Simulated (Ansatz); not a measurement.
A nudged elastic band was laid between two geometries of CH8FNSi2 (13 atoms, charge 0, multiplicity 1).

The calculation used UKS PBE0/def2-SVP in Ansatz.

```
movable images  : 7
climbing image  : yes
spring          : 5.0 eV/Å²
optimiser       : quadratic models (default)
start path      : through a guess of the saddle point
force threshold : 0.05 eV/Å
iteration limit : 60
end points      : relaxed
```

Initial state:

```xyz
13
Properties=species:S:1:pos:R:3
Si -0.790 0.338 -0.124
F -2.088 -0.321 -0.881
N 0.364 -0.811 0.405
C 0.296 -1.595 1.619
H 1.040 -1.155 -0.269
H -1.340 1.011 1.087
Si 0.243 1.754 -1.676
H 1.276 -1.650 2.122
H -0.403 -1.124 2.327
H -0.056 -2.629 1.451
H 0.968 0.932 -2.697
H -0.751 2.620 -2.380
H 1.241 2.629 -0.985
```

Final state:

```xyz
13
Properties=species:S:1:pos:R:3
Si -0.676 0.190 -0.712
F -2.466 -2.393 0.184
N -0.382 -0.867 0.474
C 0.666 -1.005 1.435
H -1.661 -1.920 0.398
H -1.912 -0.040 -1.500
Si 0.683 2.025 -1.271
H 1.166 -1.982 1.312
H 1.446 -0.221 1.396
H 0.245 -1.009 2.456
H 1.217 1.837 -2.654
H -0.135 3.275 -1.225
H 1.809 2.111 -0.294
```

Problem. What changes between the two ends?

Solution. Bonds broken: Si1–F2, N3–H5. Bonds formed: F2–H5. CH8FNSi2 becomes CH7NSi2 + FH.

Problem. What energy profile does the band end with?

Solution. The forces met the threshold. The highest image is number 6 of 0 to 8, 77.4 kcal/mol above the first end and 5.4 kcal/mol above the last; the last end lies 72.0 kcal/mol above the first. The profile has 3 maxima (images 2, 4, 6) with wells between them (images 3, 5): this band takes more than one step, which may be the mechanism or a detour left from its start path. Neighbouring images differ by up to 3.3 eV, so the band resolves the path poorly. A vibrational analysis at the climbing image gives one clearly imaginary mode, 231i cm⁻¹: a first-order saddle point. The orbitals were unrestricted but ended closed-shell.

```tsv
image	path coordinate (Å)	energy (kcal/mol)	Si1–F2 (Å)	N3–H5 (Å)	F2–H5 (Å)
0	0.00	0.0	1.64	1.01	3.29
1	2.49	3.6	1.63	1.01	2.86
2	4.98	3.7	1.63	1.02	2.83
3	7.47	0.2	1.64	1.01	3.33
4	9.96	1.1	1.64	1.01	3.32
5	12.44	0.4	1.64	1.01	3.29
6	14.93	77.4	2.31	1.56	1.01
7	19.27	72.0	3.26	1.66	0.96
8	23.60	72.0	3.27	1.66	0.96
```

Problem. What is the geometry of the highest image?

Solution. 
```xyz
13
Properties=species:S:1:pos:R:3
Si -0.831 0.565 0.317
F -2.449 -0.816 -0.582
N -0.443 -0.947 0.777
C 0.771 -1.703 0.745
H -1.775 -1.258 0.028
H -2.014 1.255 0.892
Si 0.623 1.962 -0.906
H 0.661 -2.596 0.104
H 1.654 -1.147 0.376
H 1.027 -2.081 1.752
H 0.758 3.281 -0.215
H 1.960 1.307 -1.016
H 0.058 2.179 -2.273
```

Run time: 21 min on 4 threads of Arm Neoverse N1, with other jobs on the host, peak memory 0.45 GiB.
